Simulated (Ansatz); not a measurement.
Al₄P₃. Charge 0, multiplicity 2. Geometry B3LYP-D4/def2-SVP; atoms count from 1.

Cartesian coordinates in Å:
```
Al -1.642 1.593 -0.920
Al 1.051 0.778 -0.662
Al 0.760 -1.536 0.988
Al -1.673 -0.457 0.520
P 0.171 2.502 -1.797
P -1.247 -2.260 1.700
P 2.579 -0.620 0.171
```

Another isomer (doublet) lies 0.17 eV lower at PBE0-D4/def2-TZVP; other spin states weren't run for this one.

Q: Estimate the Mulliken populations from the PBE0/def2-TZVP orbitals of Ansatz.

A: 
```json
{"atom": "Al1", "charge (e)": "0.15", "spin (α − β)": "0.38"}
{"atom": "Al2", "charge (e)": "0.19", "spin (α − β)": "0.17"}
{"atom": "Al3", "charge (e)": "0.20", "spin (α − β)": "0.02"}
{"atom": "Al4", "charge (e)": "0.09", "spin (α − β)": "0.19"}
{"atom": "P5", "charge (e)": "-0.21", "spin (α − β)": "0.06"}
{"atom": "P6", "charge (e)": "-0.20", "spin (α − β)": "0.09"}
{"atom": "P7", "charge (e)": "-0.21", "spin (α − β)": "0.08"}
```
Mulliken values depend strongly on the basis.

Q: Where does the spin sit?

A: Summed by element: Al 0.76, P 0.24, of 1 unpaired in all. Largest on single atoms: Al1 0.38, Al4 0.19, Al2 0.17.

Q: And the Mayer bond orders between heavy atoms (over 0.3)?

A: Al1–Al2 0.38 (2.83 Å); Al1–Al4 0.90 (2.50 Å); Al1–P5 1.54 (2.21 Å); Al2–Al3 0.33 (2.86 Å); Al2–P5 1.30 (2.24 Å); Al2–P7 1.38 (2.23 Å); Al3–Al4 0.38 (2.70 Å); Al3–P6 1.30 (2.25 Å); Al3–P7 1.49 (2.19 Å); Al4–P6 1.58 (2.20 Å).
